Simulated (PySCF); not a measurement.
C$_{7}$H$_{8}$O, charge +1, doublet, geometry from GFN2-xTB (a state made from the parent by changing its charge; the spin is typed, not shown lowest); WB97X/STO-3G in PySCF.

The PySCF input:
```python
from pyscf import gto, scf, dft

mol = gto.M(
    atom='''
C    -2.799949    0.220933   -0.152618
O    -1.651596   -0.428806   -0.640597
C    -0.442011   -0.171020   -0.226840
C     0.595876   -0.940413   -0.847247
C     1.902987   -0.749865   -0.486806
C     2.228087    0.199474    0.490990
C     1.220888    0.961418    1.108118
C    -0.095191    0.789674    0.765008
H    -3.642640   -0.212516   -0.690846
H    -2.926894    0.057316    0.922729
H    -2.760133    1.299389   -0.338642
H     0.306282   -1.661941   -1.596022
H     2.684315   -1.329265   -0.954044
H     3.259384    0.349054    0.774625
H     1.490285    1.688228    1.859425
H    -0.861957    1.378972    1.243919
''',
    basis='sto-3g',
    charge=1,
    spin=1,
    verbose=4,
)

mf = dft.UKS(mol)
mf.xc = 'wb97x'
mf.kernel()
```

Question: What does PySCF print? Leave out banner, timings and long lists.

Answer: 
```
PySCF version 2.14.0

[INPUT] verbose = 4
[INPUT] num. atoms = 16
[INPUT] num. electrons = 57
[INPUT] charge = 1
[INPUT] spin (= nelec alpha-beta = 2S) = 1
[INPUT] symmetry False subgroup None
[INPUT] Mole.unit = angstrom
[INPUT] Symbol           X                Y                Z      unit          X                Y                Z       unit  Magmom
[INPUT]  1 C     -2.799949000000   0.220933000000  -0.152618000000 AA   -5.291136772750   0.417502861879  -0.288406221679 Bohr   0.0
[INPUT]  2 O     -1.651596000000  -0.428806000000  -0.640597000000 AA   -3.121064108427  -0.810325900570  -1.210552886218 Bohr   0.0
[INPUT]  3 C     -0.442011000000  -0.171020000000  -0.226840000000 AA   -0.835279734045  -0.323180961823  -0.428665474096 Bohr   0.0
[INPUT]  4 C      0.595876000000  -0.940413000000  -0.847247000000 AA    1.126042444201  -1.777123013981  -1.601064789859 Bohr   0.0
[INPUT]  5 C      1.902987000000  -0.749865000000  -0.486806000000 AA    3.596124248608  -1.417039480397  -0.919930015795 Bohr   0.0
[INPUT]  6 C      2.228087000000   0.199474000000   0.490990000000 AA    4.210474211704   0.376951228971   0.927836629900 Bohr   0.0
[INPUT]  7 C      1.220888000000   0.961418000000   1.108118000000 AA    2.307143948768   1.816816711227   2.094039533701 Bohr   0.0
[INPUT]  8 C     -0.095191000000   0.789674000000   0.765008000000 AA   -0.179884919523   1.492267587690   1.445655603101 Bohr   0.0
[INPUT]  9 H     -3.642640000000  -0.212516000000  -0.690846000000 AA   -6.883591970386  -0.401597037088  -1.305509734251 Bohr   0.0
[INPUT] 10 H     -2.926894000000   0.057316000000   0.922729000000 AA   -5.531028055633   0.108311542556   1.743705097194 Bohr   0.0
[INPUT] 11 H     -2.760133000000   1.299389000000  -0.338642000000 AA   -5.215895437374   2.455489339272  -0.639940634275 Bohr   0.0
[INPUT] 12 H      0.306282000000  -1.661941000000  -1.596022000000 AA    0.578789096884  -3.140613325186  -3.016044468781 Bohr   0.0
[INPUT] 13 H      2.684315000000  -1.329265000000  -0.954044000000 AA    5.072620182062  -2.511946796970  -1.802881870785 Bohr   0.0
[INPUT] 14 H      3.259384000000   0.349054000000   0.774625000000 AA    6.159343094789   0.659616462684   1.463829099241 Bohr   0.0
[INPUT] 15 H      1.490285000000   1.688228000000   1.859425000000 AA    2.816230497547   3.190288555822   3.513803999169 Bohr   0.0
[INPUT] 16 H     -0.861957000000   1.378972000000   1.243919000000 AA   -1.628862661152   2.605879413444   2.350666231143 Bohr   0.0

nuclear repulsion = 346.217652902423
number of shells = 32
number of NR pGTOs = 144
number of NR cGTOs = 48
basis = sto-3g
ecp = {}

******** <class 'pyscf.dft.uks.UKS'> ********
method = UKS
initial guess = minao
damping factor = 0
level_shift factor = 0
DIIS = <class 'pyscf.scf.diis.CDIIS'>
diis_start_cycle = 1
diis_space = 8
diis_damp = 0
SCF conv_tol = 1e-09
SCF conv_tol_grad = None
SCF max_cycles = 50
direct_scf = True
direct_scf_tol = 1e-13
number electrons alpha = 29  beta = 28
XC library pyscf.dft.libxc version 7.1.2
    S. Lehtola, C. Steigemann, M. J. T. Oliveira, and M. A. L. Marques,  SoftwareX 7, 1–5 (2018)
XC functionals = wb97x
    J.-D. Chai and M. Head-Gordon,  J. Chem. Phys. 128, 084106 (2008)
radial grids:
    Treutler-Ahlrichs [JCP 102, 346 (1995); DOI:10.1063/1.469408] (M4) radial grids

becke partition: Becke, JCP 88, 2547 (1988); DOI:10.1063/1.454033
pruning grids: <function nwchem_prune>
grids dens level: 3
symmetrized grids: False
atomic radii adjust function: <function treutler_atomic_radii_adjust>
small_rho_cutoff = 0
Set gradient conv threshold to 3.16228e-05
tot grids = 191376
init E= -344.340167487121

cycle= 1 E= -342.075252826408  delta_E= 2.26  |g|= 0.321  |ddm|= 3.84
cycle= 2 E= -342.110815544324  delta_E= -0.0356  |g|= 0.283  |ddm|= 0.698
cycle= 3 E= -342.151257484857  delta_E= -0.0404  |g|= 0.0326  |ddm|= 0.313
cycle= 4 E= -342.152773960059  delta_E= -0.00152  |g|= 0.0192  |ddm|= 0.0762
cycle= 5 E= -342.153361187367  delta_E= -0.000587  |g|= 0.00916  |ddm|= 0.0427
cycle= 6 E= -342.153658455538  delta_E= -0.000297  |g|= 0.00552  |ddm|= 0.0376
cycle= 7 E= -342.15377333428  delta_E= -0.000115  |g|= 0.00248  |ddm|= 0.0292
cycle= 8 E= -342.153794666743  delta_E= -2.13e-05  |g|= 0.00147  |ddm|= 0.0107
cycle= 9 E= -342.153804602721  delta_E= -9.94e-06  |g|= 0.000615  |ddm|= 0.00937
cycle= 10 E= -342.153805999712  delta_E= -1.4e-06  |g|= 0.000258  |ddm|= 0.00328
cycle= 11 E= -342.153806224207  delta_E= -2.24e-07  |g|= 0.000131  |ddm|= 0.00123
cycle= 12 E= -342.153806282868  delta_E= -5.87e-08  |g|= 7.49e-05  |ddm|= 0.000609
cycle= 13 E= -342.153806297189  delta_E= -1.43e-08  |g|= 2.8e-05  |ddm|= 0.000311
cycle= 14 E= -342.15380630049  delta_E= -3.3e-09  |g|= 1.46e-05  |ddm|= 0.000145
cycle= 15 E= -342.153806301389  delta_E= -8.99e-10  |g|= 7.66e-06  |ddm|= 7.31e-05
Extra cycle  E= -342.153806301535  delta_E= -1.46e-10  |g|= 4.73e-06  |ddm|= 2.18e-05
converged SCF energy = -342.153806301535  <S^2> = 0.7992677  2S+1 = 2.0486754
```
